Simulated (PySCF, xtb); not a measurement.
CH₈O₂Si₃, SMILES [SiH2](OC=O)[SiH2][SiH3].

Geometry optimised at TPSSh-D3(BJ)/def2-SVP. The structure was generated by enumeration, and PubChem lists no compound with its InChIKey, so it may never have been made. Other conformers were not sampled.

Calculation: C-PCM-ωB97X/def2-SVP run with PySCF.

The values are the electrostatic part of the solvation free energy, E(continuum) − E(gas) at the gas-phase geometry, in a cavity of scaled van der Waals radii (PySCF's table); cavitation and dispersion terms are not included. In vacuum the orbital gap is 11.94 eV. The dipole moment in vacuum is 1.40 D.

Computed values in water (ε = 78.36), dichloromethane (ε = 8.93), 1-octanol (ε = 9.86):
| solvent | ε | ΔG(elec) (kcal/mol) | dipole (D) | gap (eV) |
|---|---|---|---|---|
| water | 78.36 | -3.3 | 1.90 | 12.03 |
| dichloromethane | 8.93 | -2.9 | 1.83 | 12.02 |
| 1-octanol | 9.86 | -3.0 | 1.84 | 12.02 |

For comparison, GFN2-xTB/ALPB(water) (xtb, at the GFN2-xTB geometry, all terms of that model) gives -0.7 kcal/mol.
